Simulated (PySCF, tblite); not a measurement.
Compound: C₅H₉FN₃ (charge +1).
SMILES with atom numbers: `[CH3:1][c:2]1[c:3]([F:4])[n:5]([CH3:6])[n:7][n+:8]1[CH3:9]` (hydrogens: H10, H11, H12 on C1; H13, H14, H15 on C6; H16, H17, H18 on C9)

Computed geometry: GFN2-xTB, gas phase.

Give the optimised bond lengths and angles.

```csv
bond,length (bohr),order
C1–C2,2.786,single
C2–C3,2.617,aromatic
C3–F4,2.469,single
C3–N5,2.555,aromatic
N5–C6,2.713,single
N5–N7,2.461,aromatic
N7–N8,2.458,aromatic
N8–C9,2.706,single
C2–N8,2.564,aromatic
"C1–H10, C1–H11, C1–H12",2.058,single
"C6–H13, C6–H14, C6–H15",2.059,single
"C9–H16, C9–H17, C9–H18",2.059,single
```

Bonds in one row agree within 0.02 bohr and their mean is given. Orders are formal, as drawn. A selection of angles:
```csv
angle,degrees
C2–C1–H10,110.0
C2–C1–H11,110.7
H10–C1–H11,108.8
H11–C1–H12,107.8
C1–C2–C3,131.5
C1–C2–N8,125.3
C3–C2–N8,103.2
C2–C3–F4,130.8
C2–C3–N5,107.4
F4–C3–N5,121.9
C3–N5–C6,128.1
C3–N5–N7,109.7
C6–N5–N7,122.2
N5–C6–H13,109.3
H13–C6–H14,110.0
H14–C6–H15,108.4
N5–N7–N8,107.5
N7–N8–C9,120.5
C2–N8–N7,112.2
C2–N8–C9,127.3
N8–C9–H16,110.3
N8–C9–H18,108.0
H16–C9–H17,108.9
```

N7 (ring nitrogen) is bent (angle 107.5°). N5 (ring nitrogen) is planar (angles 128.1°, 122.2° and 109.7°, sum 360.0°, 0.00 Å off the plane of its three neighbours). The 4 C–N bonds span 1.352 Å (C3–N5, aromatic) to 1.435 Å (N5–C6, drawn single), a spread of 0.083 Å. The 9 heavy atoms lie in one plane (0.000 Å rms). Of the pairs four or more bonds apart, F4···H13 is among the closest relative to their van der Waals radii: 2.52 Å, 94 % of the sum of Bondi's values. The 5-membered ring C2–C3–N5–N7–N8 has internal angles of 103.2° to 112.2°; it is planar, 0.00 Å rms from its mean plane, widest ring torsion 0°. N8 (three-coordinate ring nitrogen) is planar (angles 127.3°, 120.5° and 112.2°, sum 360.0°, 0.00 Å off the plane of its three neighbours).

Point group: Cs (tolerance 0.08 Å). GFN2-xTB frequencies show an imaginary mode (72i cm⁻¹), so the point is no minimum at that level.
